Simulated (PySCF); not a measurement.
## Structure elucidation problem

An unknown has the formula C₅H₈NPSi. Its calculated NMR data are:

$^{1}$H NMR (400 MHz, computed): δ 10.60 (m, 1H), 9.38 (m, 1H), 4.70 (s, 3H), 2.62 (s, 3H).

$^{13}$C{$^{1}$H} NMR (computed): δ 185.9 (CH), 171.8 (CH), 164.8 (C), 143.9 (C), 27.4 (CH3).

How the numbers were obtained: geometry from GFN2-xTB, shielding tensors at PBE0/pcSseg-1 (GIAO), in PySCF (rapidly exchanging positions averaged, no solvent model, non-relativistic Hamiltonian, one computed conformer).

Scale: TMS for $^{1}$H (σ = 31.72 ppm) and $^{13}$C (σ = 186.93 ppm) (reference shieldings calculated alike).

Task: Which candidate is it?
A. [SiH3]Pc1cccnc1
B. Cc1ccpc([SiH3])n1
C. Cc1cpcnc1[SiH3]

Result: C. 

5 carbon signals for 5 carbons: no two carbons are equivalent. Carbon types of the structure: 2 × C, 2 × CH, 1 × CH3, leaving 3 H on heteroatoms. δC 185.9: aromatic CH next to a ring nitrogen; the adjacent pyridine-type nitrogen withdraws density from it. δC 171.8: aromatic CH. δC 164.8: substituted aromatic carbon next to a ring nitrogen. δH 10.60: hydrogen on an aromatic CH next to a ring nitrogen; ring current plus the neighbouring ring nitrogen. δH 9.38: hydrogen on an aromatic CH; the ring current deshields protons in the ring plane.

The others: [SiH3]Pc1cccnc1 would give 6 signals for carbon-bound and other non-exchanging H, not 4; Cc1ccpc([SiH3])n1 has carbons computed at 212.2, 173.8, 158.4, 125.3, 30.5.

Splittings by $^{31}$P in the carbon and heteronuclear signals aren't shown, as no couplings were computed. Shifts are as computed. Against solution values, carbons near 30 ppm lie about +3 ppm off and those near 130 ppm about +5 ppm. Of 1211 compounds with measured shifts, 218 miss one by over three times the rms of a fit or turn the order of signals round; such compounds aren't used in these exercises. No couplings were computed; multiplicities are counted from neighbouring protons, with m where these are inequivalent, close in shift, in a saturated or five-membered ring or joined by F or P, and br s for small geminal =CH2 splittings.
